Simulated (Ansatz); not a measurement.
`OC[S][GeH3]` + `CO[SiH](O)F` → `CO[SiH](F)[O][GeH3]` + `OCS`  (ligand exchange at a Ge–S bond)

Calculated with Ansatz (gas phase, PBE0-D4/def2-TZVP geometries, no zero-point term in ΔE). CBS: MP2 limit from def2 TZ/QZ plus the TZ coupled-cluster correction, frozen cores. DFT in def2-TZVPP. For Ge outer-core shells are correlated without core-valence functions, which leaves a few kJ/mol of doubt a bond. Scalar relativity is left out up to krypton. Each species was taken in one conformer, which may not be the lowest.

`OC[S][GeH3]`:

Cartesian coordinates in Å:
```
O 1.077 1.320 1.246
C 0.075 0.368 1.409
S 0.399 -1.243 0.603
Ge -0.340 -0.787 -1.434
H 1.174 1.516 0.310
H 0.022 0.146 2.475
H -0.906 0.731 1.082
H -0.055 -2.019 -2.298
H 0.402 0.440 -2.003
H -1.846 -0.472 -1.390
```

`CO[SiH](O)F`:

Z-matrix (Å, degrees):
```
C
O 1 1.412
H 1 1.091 2 108.1
H 1 1.095 2 111.2 3 -119.0
H 1 1.094 2 111.3 3 119.4
Si 2 1.623 1 125.5 3 -176.0
F 6 1.595 2 107.9 1 49.5
O 6 1.619 2 108.8 1 170.5
H 6 1.471 2 114.0 1 -68.9
H 8 0.958 6 118.6 2 -39.6
```

`CO[SiH](F)[O][GeH3]`:

Cartesian coordinates in Å:
```
C 0.840 -0.604 -2.078
O 0.481 -0.413 -0.727
Si 0.553 0.999 0.078
F -0.235 2.100 -0.766
O -0.130 0.787 1.515
Ge -1.333 -0.377 2.138
H 0.229 0.016 -2.742
H 1.896 -0.368 -2.247
H 0.677 -1.653 -2.328
H 1.931 1.500 0.222
H -2.480 -0.488 1.125
H -0.625 -1.722 2.342
H -1.805 0.224 3.467
```

`OCS`:

Z-matrix (Å, degrees):
```
C
S 1 1.793
O 1 1.405 2 110.6
H 1 1.095 2 109.2 3 123.4
H 1 1.097 2 104.5 3 -120.8
H 2 1.343 1 96.4 3 -70.0
H 3 0.962 1 108.1 2 177.5
```

CCSD(T)/CBS gives +10.6 kJ/mol.

(1) Another level gave +5.9 kJ/mol. Which?
A. HF/def2-TZVPP
B. PBE/def2-TZVPP
C. CCSD(T)/def2-TZVPP
D. r2SCAN/def2-TZVPP

Largest T1 diagnostic among the species: 0.012.

## Answers

(1) C. CCSD(T)/def2-TZVPP 5.9, HF/def2-TZVPP -9.7, r2SCAN 15.8, PBE 22.8 kJ/mol.

From PBE to PBE0 (25 % exact exchange), in def2-TZVPP and without D4, ΔE moves by −3.9 kJ/mol. In def2-TZVPP, CCSD(T) changes the Hartree–Fock value by +15.6 kJ/mol (the triples alone add +3.3 kJ/mol) and MP2 by +19.1 kJ/mol.
